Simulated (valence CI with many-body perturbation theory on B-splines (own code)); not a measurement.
**E1 transitions of Zn²³⁺**

Level of theory: valence CI with perturbative core correlation (CI+MBPT): five valence electrons over a frozen Dirac-Fock core [He], radial functions for each j: 9 s, 9 p, 8 d, 6 f, 3 g, 1 h, with the one-electron correlation potential Σ1 (screened to all orders), the two-electron term Σ2, the three-electron term Σ3, Breit, model QED; selected single and double excitations, second order for the rest (own B-spline code, finite nucleus).

No measured levels were compared; by estimate levels of excited configurations hold to 0.05 to 0.15 % of their energy, terms of the ground configuration to about 0.5 %. Among the levels kept, up to 2200 cm⁻¹ of a level comes from second order outside the variational space, and about a tenth of that is noise between levels of different J, which matters for small intervals.

Lines 201 to 250 of 278 in falling wavelength, among levels below 11202 × 10³ cm⁻¹, chosen from the strongest by gf and those to the six lowest levels. Wavelengths and rates use the calculated energies, so an error of 900 cm⁻¹ moves a line at 0.9480 nm by 0.0085 % and its rate by three times that or more. Electric multipoles are in the length gauge, E1 and E2 with the static RPA response of the core. Weak lines are less certain than strong ones. Lines between different terms over intervals too small for the method are left out, as are lines whose strength nearly cancels. The highest levels of a list are the least certain.

Names give the largest LS component (configuration and term), which can be under half, so a name can repeat, a term be missing and a line seem to break the LS rules; names also repeat where a configuration has a term twice. Letters in brackets count levels of one name in rising energy.

```tsv
λ vac (nm)	Upper	Lower	A (s⁻¹)	log gf	Branch %
0.9480	2s²2p²3d ²P_1/2 [a]	2s²2p³ ²P°_1/2	2.08e+13	-0.25	76.5
0.9471	2s²2p²3d ⁴D_3/2	2s²2p³ ²D°_5/2	1.58e+11	-2.07	1.2
0.9470	2s²2p²3d ²F_7/2 [a]	2s²2p³ ²D°_5/2	5.31e+10	-2.24	92.4
0.9469	2s²2p²3d ²F_5/2	2s²2p³ ²D°_5/2	1.23e+12	-1.00	5.9
0.9464	2s²2p²3d ²D_3/2 [b]	2s²2p³ ²P°_3/2	7.28e+11	-1.41	2.3
0.9462	2s²2p²3d ²D_3/2 [a]	2s²2p³ ²P°_1/2	2.17e+13	0.07	85.9
0.9461	2s²2p²3d ²D_5/2 [b]	2s²2p³ ²P°_3/2	1.19e+12	-1.02	3.4
0.9457	2s²2p²3d ²P_3/2 [a]	2s²2p³ ²D°_3/2	1.83e+11	-2.01	2.2
0.9455	2s²2p²3d ²P_1/2 [b]	2s²2p³ ²P°_3/2	4.17e+11	-1.95	2.0
0.9448	2s²2p²3d ⁴F_5/2 [b]	2s²2p³ ²D°_3/2	5.84e+10	-2.33	1.1
0.9446	2s²2p²3d ⁴D_1/2	2s²2p³ ²D°_3/2	9.96e+11	-1.57	27.4
0.9444	2s2p³3p ⁴P_3/2	2s²2p³ ²P°_3/2	3.41e+10	-2.74	0.4
0.9437	2s2p³3p ⁴P_5/2	2s²2p³ ²P°_3/2	1.24e+11	-2.00	1.3
0.9426	2s²2p²3d ⁴D_5/2	2s²2p³ ²D°_5/2	7.55e+12	-0.22	27.0
0.9426	2s²2p²3d ⁴F_3/2	2s²2p³ ⁴S°_3/2	2.88e+12	-0.81	71.0
0.9414	2s²2p²3d ⁴P_3/2	2s²2p³ ²D°_5/2	3.05e+12	-0.79	7.7
0.9411	2s²2p²3d ⁴D_3/2	2s²2p³ ²D°_3/2	1.13e+13	-0.22	86.1
0.9410	2s²2p²3d ²F_5/2	2s²2p³ ²D°_3/2	8.47e+12	-0.17	40.6
0.9409	2s²2p²3d ²S_1/2	2s²2p³ ²P°_3/2	1.79e+13	-0.32	58.5
0.9398	2s²2p²3d ²P_3/2 [b]	2s²2p³ ²P°_3/2	3.00e+13	0.20	83.8
0.9393	2s²2p²3d ²D_5/2 [c]	2s²2p³ ²P°_3/2	3.10e+13	0.39	89.3
0.9391	2s²2p²3d ⁴F_5/2 [a]	2s²2p³ ⁴S°_3/2	1.08e+13	-0.07	90.7
0.9382	2s²2p²3d ²F_7/2 [b]	2s²2p³ ²D°_5/2	2.47e+13	0.42	100.0
0.9375	2s²2p²3d ²D_5/2 [a]	2s²2p³ ²D°_5/2	7.58e+12	-0.22	15.8
0.9371	2s²2p²3d ²D_3/2 [a]	2s²2p³ ²D°_5/2	1.69e+12	-1.05	6.7
0.9367	2s²2p²3d ⁴D_5/2	2s²2p³ ²D°_3/2	6.93e+10	-2.26	0.2
0.9355	2s²2p²3d ⁴P_3/2	2s²2p³ ²D°_3/2	5.06e+11	-1.58	1.3
0.9347	2s²2p²3d ⁴P_1/2	2s²2p³ ²D°_3/2	9.85e+11	-1.59	2.5
0.9338	2s²2p²3d ²D_3/2 [b]	2s²2p³ ²P°_1/2	2.80e+12	-0.83	8.8
0.9329	2s2p³3p ⁶P_3/2	2s²2p³ ²D°_5/2	4.86e+10	-2.60	15.4
0.9329	2s²2p²3d ²P_1/2 [b]	2s²2p³ ²P°_1/2	7.31e+12	-0.72	34.5
0.9321	2s2p³3p ⁶P_5/2	2s²2p³ ²D°_5/2	4.02e+10	-2.50	3.2
0.9317	2s²2p²3d ²D_5/2 [a]	2s²2p³ ²D°_3/2	3.49e+13	0.43	72.4
0.9313	2s²2p²3d ²D_3/2 [a]	2s²2p³ ²D°_3/2	2.95e+11	-1.81	1.2
0.9301	2s2p³3p ⁴P_1/2	2s²2p³ ²P°_1/2	8.35e+10	-2.66	1.0
0.9292	2s²2p²3d ²P_3/2 [a]	2s²2p³ ⁴S°_3/2	5.22e+12	-0.57	63.6
0.9288	2s2p³3p ⁶P_7/2	2s²2p³ ²D°_5/2	6.83e+11	-1.15	99.2
0.9284	2s²2p²3d ²S_1/2	2s²2p³ ²P°_1/2	1.02e+12	-1.58	3.3
0.9283	2s²2p²3d ⁴F_5/2 [b]	2s²2p³ ⁴S°_3/2	5.07e+12	-0.41	95.0
0.9282	2s²2p²3d ⁴D_1/2	2s²2p³ ⁴S°_3/2	1.30e+12	-1.47	35.8
0.9278	2s²2p²3d ²F_7/2 [c]	2s²2p³ ²D°_5/2	1.60e+12	-0.78	99.8
0.9273	2s²2p²3d ²P_3/2 [b]	2s²2p³ ²P°_1/2	2.91e+12	-0.82	8.1
0.9272	2s2p³3p ⁶P_3/2	2s²2p³ ²D°_3/2	8.70e+10	-2.35	27.5
0.9263	2s2p³3p ⁶P_5/2	2s²2p³ ²D°_3/2	6.25e+11	-1.32	49.5
0.9249	2s²2p²3d ²D_3/2 [b]	2s²2p³ ²D°_5/2	6.00e+12	-0.51	18.8
0.9248	2s²2p²3d ⁴D_3/2	2s²2p³ ⁴S°_3/2	4.01e+11	-1.69	3.0
0.9246	2s²2p²3d ²F_5/2	2s²2p³ ⁴S°_3/2	1.10e+13	-0.07	52.7
0.9246	2s²2p²3d ²D_5/2 [b]	2s²2p³ ²D°_5/2	1.94e+13	0.17	55.1
0.9229	2s2p³3p ⁴P_3/2	2s²2p³ ²D°_5/2	3.17e+10	-2.79	0.4
0.9223	2s²2p²3d ²F_7/2 [d]	2s²2p³ ²D°_5/2	4.32e+13	0.64	100.0
```
